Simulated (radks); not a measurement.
Task: The mean radii <r> (bohr) of the occupied orbitals of an atom or ion are listed with their occupations. Calculated with a radial shooting solver on a logarithmic mesh with Libxc functionals: scalar-relativistic Kohn-Sham, PBE, spin-polarised, spherical densities, point nucleus.

| orbital | occ. | <r> |
|---|---|---|
| 1s up | 1 | 0.1580 |
| 1s down | 1 | 0.1577 |
| 2s up | 1 | 0.8236 |
| 2s down | 1 | 0.8377 |
| 2p up | 3 | 0.8017 |
| 2p down | 1 | 0.8269 |

Name the element and its charge. Open shells, if any, are filled with parallel spins first.

Result: Z = 10, neon, charge +2: Ne2+ in [He] 2s2 2p4. The 1s radius gives Z: for a bare nucleus <r> = (2 gamma + 1)/(2Z) with gamma = sqrt(1 - (Z/c)^2), 0.1497 bohr for Z = 10, and screening makes it slightly larger (0.1580 here). The occupations add up to 8, and the charge is Z minus that.
